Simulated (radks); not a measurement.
Spherical quantum dot in the effective-mass picture: electrons in a hard-walled sphere of radius 5.61, all in effective atomic units (hartree* = m*/eps^2 hartree, bohr* = eps/m* bohr), one dielectric constant everywhere. Calculated with a radial shooting solver with Libxc functionals: non-relativistic Kohn-Sham, PBEsol, spin-polarised, spherical densities. Levels are named by radial order and angular momentum (1s, 1p, 1d, 2s, ...), and open shells are averaged over m. Results are scaled to m* = 0.081 and eps = 8.6, for which hartree* = 29.8 meV and bohr* = 5.618 nm.

N = 3, configuration 1s2 1p(up 1, down 0). This is the lowest configuration that the search found. Occupied and some empty levels:

level,occupation,eigenvalue (meV),<r> (nm)
1s up,1,22.689,17.95
1s down,1,23.445,17.64
1p up,1,26.388,19.81
1p down,0,27.294,19.69
1d up,0,31.816,21.09
1d down,0,32.796,21.04
2s up,0,37.575,14.97
2s down,0,37.923,15.04
1f up,0,38.712,22.05
1f down,0,39.729,22.04

Energy (meV): total 40.6975, kinetic 20.108, external 0, Hartree 36.588, exchange-correlation -15.999.
